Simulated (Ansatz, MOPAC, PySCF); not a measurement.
Protons, H atoms and electrons added to or taken from [SiH3]N[SiH3]. All species are isolated molecules in the gas phase. One relaxed conformer stands for each flexible species; it need not be the lowest. Strings in code marks are SMILES.

Quantity: electronic energy of isomers of H6NSi2 (charge -1) relative to `[SiH3][N-][SiH3]`, in kcal/mol. Semi-empirical values (MOPAC) are differences of heats of formation. Levels without diffuse functions put anions too high.

Level 1: frozen-core MP2/aug-cc-pVTZ // PBE0-D3(BJ)/def2-TZVPD (Ansatz, a quantum-chemistry and plane-wave program)
Level 2: HF/3-21G // PBE0-D3(BJ)/def2-TZVPD (PySCF)
Level 3: HF/aug-cc-pVTZ // PBE0-D3(BJ)/def2-TZVPD (Ansatz)
Level 4: PM6 // PBE0-D3(BJ)/def2-TZVPD (MOPAC)

```tsv
species	level 2	level 3	level 4
`[SiH2-]N[SiH3]` (not the most acidic site)	-10.7	17.4	41.6
```

**Question.** What does level 1 give for each?

**Answer.** 
- `[SiH2-]N[SiH3]` (not the most acidic site): 17.2
